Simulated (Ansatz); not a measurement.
Geometry optimisation, Ansatz 0.2.0, RKS PBE/def2-SVP.

input.yaml

```yaml
crystal:
  periodic: [false, false, false]
  atoms:
    - { symbol: W, position_ang: [0.051984, -0.149517, 0.368535] }
    - { symbol: Cl, position_ang: [0.968706, 0.040891, 2.537861] }
    - { symbol: H, position_ang: [1.345178, 0.954287, 0.166179] }
    - { symbol: H, position_ang: [-0.183474, 1.061055, -0.779671] }
    - { symbol: Cl, position_ang: [-2.197584, 0.320519, 0.502412] }
    - { symbol: O, position_ang: [0.230177, -1.975706, -0.155484] }
    - { symbol: H, position_ang: [-0.189614, -2.545417, 0.527867] }
    - { symbol: H, position_ang: [0.907527, -0.203211, -1.074099] }
basis:
  gaussian: { orbitals: def2-SVP }
hamiltonian:
  xc: pbe
relax:
  f_tol: 0.03
  max_steps: 50
```

Run as:

```bash
$ ansatz run input.yaml --threads 2 --pin off --max-ram 3072MiB --backend cpu --events-out ev --progress --plain --runs-dir out
```

Task: Where does it end, and by what steps?

Result: The run converged. After 3 steps the energy has fallen by 0.035 eV; Cl2 moved furthest, 0.06 Å.

| step | energy less start (eV) | largest force component (eV/Å) | accepted |
| --- | --- | --- | --- |
| 0 | 0.0000 | 0.761 | yes |
| 1 | -0.0192 | 0.280 | yes |
| 2 | -0.0348 | 0.045 | yes |
| 3 | -0.0352 | 0.020 | yes |

```xyz
8
Properties=species:S:1:pos:R:3
W 0.057 -0.150 0.376
Cl 0.953 0.059 2.488
H 1.330 0.932 0.159
H -0.176 1.058 -0.775
Cl -2.195 0.312 0.529
O 0.239 -1.979 -0.147
H -0.214 -2.551 0.517
H 0.938 -0.177 -1.052
```

Whether the end is a true minimum wasn't checked by a vibrational analysis.

Run time: 11 s on 2 threads of Intel(R) Xeon(R) Platinum 8259CL CPU @ 2.50GHz (Skylake/Cascade Lake), on a shared host, peak memory 0.17 GiB.
